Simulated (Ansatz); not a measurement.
C2H6Cl2OZr (`C[O][Zr]([CH3])([Cl])[Cl]`). The species carries charge 0 and has multiplicity 1. Zr: def2 effective core potential. The geometry is a stationary point of PBE0-D4/def2-TZVP. It is one conformer, not always the lowest.

```xyz
12

C     2.240   -0.220   -0.800
O     0.918   -0.390   -0.389
Zr   -0.845   -0.786    0.129
C    -1.653    1.150    0.786
Cl   -2.149   -1.488   -1.703
Cl   -0.895   -2.218    1.999
H     2.450    0.843   -0.946
H     2.412   -0.748   -1.742
H     2.923   -0.615   -0.042
H    -1.629    1.884   -0.027
H    -2.694    1.035    1.110
H    -1.077    1.554    1.626
```

Problem. What is the dipole moment at r2SCAN/def2-TZVPP? (Best estimate.)

Solution. Computed: 3.24 D, with components (2.70, 1.70, -0.58) D in this frame, pointing from negative to positive charge.

Problem. And with PBE, B3LYP, ωB97M-V? (Estimate.)

Solution. The calculation gave: PBE 3.21 D, B3LYP 3.18 D, ωB97M-V 3.15 D.

Problem. Give the Mulliken charges with r2SCAN, B3LYP, PBE in def2-TZVPP. (An estimate is asked.)

Solution. Computed: 
```json
{"atom": "C1", "r2SCAN": "0.00", "B3LYP": "-0.12", "PBE": "-0.15"}
{"atom": "O2", "r2SCAN": "-0.45", "B3LYP": "-0.46", "PBE": "-0.38"}
{"atom": "Zr3", "r2SCAN": "1.10", "B3LYP": "1.11", "PBE": "0.99"}
{"atom": "C4", "r2SCAN": "-0.46", "B3LYP": "-0.54", "PBE": "-0.54"}
{"atom": "Cl5", "r2SCAN": "-0.32", "B3LYP": "-0.31", "PBE": "-0.29"}
{"atom": "Cl6", "r2SCAN": "-0.32", "B3LYP": "-0.31", "PBE": "-0.29"}
{"atom": "H7", "r2SCAN": "0.07", "B3LYP": "0.11", "PBE": "0.11"}
{"atom": "H8", "r2SCAN": "0.07", "B3LYP": "0.11", "PBE": "0.11"}
{"atom": "H9", "r2SCAN": "0.07", "B3LYP": "0.11", "PBE": "0.11"}
{"atom": "H10", "r2SCAN": "0.08", "B3LYP": "0.10", "PBE": "0.11"}
{"atom": "H11", "r2SCAN": "0.08", "B3LYP": "0.10", "PBE": "0.11"}
{"atom": "H12", "r2SCAN": "0.08", "B3LYP": "0.10", "PBE": "0.11"}
```

B3LYP here is the variant with VWN-RPA as its local correlation; programs differ in this.
